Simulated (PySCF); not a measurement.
Basis and Hamiltonian dependence of the excitation energy of Ti⁺

Ti⁺ [Ar] 3d2 4s1 (4F) → Ti⁺ [Ar] 3d1 4s1 4p1 (high-spin determinant). Calculated with PySCF 2.14 from differences of total energies of unrestricted determinants, without spin-orbit coupling. Values in eV.

| basis | Hamiltonian | functions | UHF | LDA | PBE0 | MP2 (valence) |
| --- | --- | --- | --- | --- | --- | --- |
| aug-cc-pVDZ | non-relativistic | 59 | 6.390 | 7.503 | 7.301 | 6.471 |
| ANO-RCC-VTZP | spin-free X2C | 59 | 5.958 | 6.958 | 6.763 | 6.055 |
| aug-cc-pwCVTZ-DK | spin-free X2C | 127 | 5.943 | 6.968 | 6.747 | 6.046 |
| aug-cc-pwCVTZ | non-relativistic | 127 | 6.119 | 7.142 | 6.923 | 6.226 |

Frozen in the all-electron rows: valence: [Ar].

One determinant mixes LS terms of the configuration, so the numbers do not refer to single terms. Non-relativistic rows lack the scalar-relativistic shift.
